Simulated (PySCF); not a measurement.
[(Z)-prop-1-enyl]silane (C3H8Si), SMILES C/C=C\[SiH3].

Geometry: r2SCAN-D4/def2-SVP.

The numbers are results of PBE/def2-TZVP (PySCF), not measurements.

Symmetry labels are those of the subgroup Cs that the program uses (full group Cs).

Computed valence orbital energies around the gap with their symmetry:
| orbital | symmetry | energy (eV) |
|---|---|---|
| HOMO−7 | A' | -11.56 |
| HOMO−6 | A" | -10.23 |
| HOMO−5 | A' | -9.73 |
| HOMO−4 | A' | -9.09 |
| HOMO−3 | A" | -8.31 |
| HOMO−2 | A' | -8.08 |
| HOMO−1 | A' | -7.49 |
| HOMO | A" | -6.37 |
| LUMO | A" | -1.44 |
| LUMO+1 | A' | 0.12 |
| LUMO+2 | A' | 0.50 |
| LUMO+3 | A' | 0.90 |
